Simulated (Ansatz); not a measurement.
Reaction (cleavage of the Si–B bond): `N[SiH](O)BO` + NH₃ → `N[SiH](N)O` + `BO`

Program: Ansatz. Geometries: PBE0-D4/def2-TZVP. ΔE: electronic, gas phase. CCSD(T)/CBS is the MP2 limit (def2-TZVPP, def2-QZVPP) plus CCSD(T) − MP2 in def2-TZVPP, frozen cores. This one scheme is used for every species. Functionals use def2-TZVPP. B3LYP here is the variant with VWN-RPA as its local correlation; programs differ in this. One conformer a species, not always the lowest.

```csv
level,ΔE (kJ/mol),difference from CCSD(T)/CBS
PBE-D4,-87.7,17.0
r2SCAN-D4,-103.6,1.1
PBE0-D4,-95.6,9.1
B3LYP-D4,-102.9,1.8
ωB97X-V,-102.0,2.7
ωB97M-V,-107.7,-3.0
B2PLYP,-107.5,-2.8
PBE,-88.4,16.3
r2SCAN,-104.0,0.7
PBE0,-96.4,8.3
B3LYP,-103.8,0.9
HF/def2-TZVPP,-121.2,-16.5
MP2/def2-TZVPP,-111.5,-6.8
SCS-MP2/def2-TZVPP,-111.2,-6.5
CCSD/def2-TZVPP,-106.4,-1.7
CCSD(T)/def2-TZVPP,-104.1,0.6
HF/def2-QZVPP,-122.3,-17.6
MP2/def2-QZVPP,-112.2,-7.5
SCS-MP2/def2-QZVPP,-111.9,-7.2
HF/CBS(def2),-122.5,-17.8
MP2/CBS(def2),-112.0,-7.3
CCSD/CBS(def2),-107.0,-2.3
CCSD(T)/CBS,-104.7,0
```

Largest T1 diagnostic among the species: 0.014.

From PBE to PBE0 (25 % exact exchange), in def2-TZVPP and without D4, ΔE moves by −8.0 kJ/mol. In def2-TZVPP, CCSD(T) changes the Hartree–Fock value by +17.0 kJ/mol (the triples alone add +2.3 kJ/mol) and MP2 by +9.7 kJ/mol.
